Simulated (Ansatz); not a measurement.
`[CH3][Al]([F])[GeH3]` + HCl → `[F][Al]([Cl])[GeH3]` + CH₄  (ligand exchange at the Al–C bond)

Isolated molecules relaxed with PBE0-D4/def2-TZVP in Ansatz; ΔE leaves out vibrations. CBS: MP2 limit from def2 TZ/QZ plus the TZ coupled-cluster correction, frozen cores. This one scheme is used for every species. For Ge outer-core shells are correlated without core-valence functions, which leaves a few kJ/mol of doubt a bond. Scalar relativity is left out up to krypton.

| species | MP2/def2-QZVPP energy (Eh) |
| --- | --- |
| `[CH3][Al]([F])[GeH3]` | -2459.37444 |
| HCl | -460.33593 |
| `[F][Al]([Cl])[GeH3]` | -2879.35006 |
| CH₄ | -40.42633 |

Problem. Work out ΔE.

Solution. ΔE = (-2879.35006) + (-40.42633) − (-2459.37444) − (-460.33593) = -0.06602 Eh = -173.3 kJ/mol. CCSD(T)/CBS gives -169.4 kJ/mol.

Largest T1 diagnostic among the species: 0.012.

At CCSD(T), def2-SVP lies −5.1 kJ/mol from the extrapolated value and def2-TZVPP +2.1 kJ/mol. Leaving LDA and LC-ωPBE aside and taking each functional with its dispersion term where it has one, the values, not all of them listed here, spread over 14.2 kJ/mol, from BHLYP-D4 to PBE-D4. LDA lies +5.6 kJ/mol from PBE without D4. From PBE to PBE0 (25 % exact exchange), in def2-TZVPP and without D4, ΔE moves by −4.3 kJ/mol.
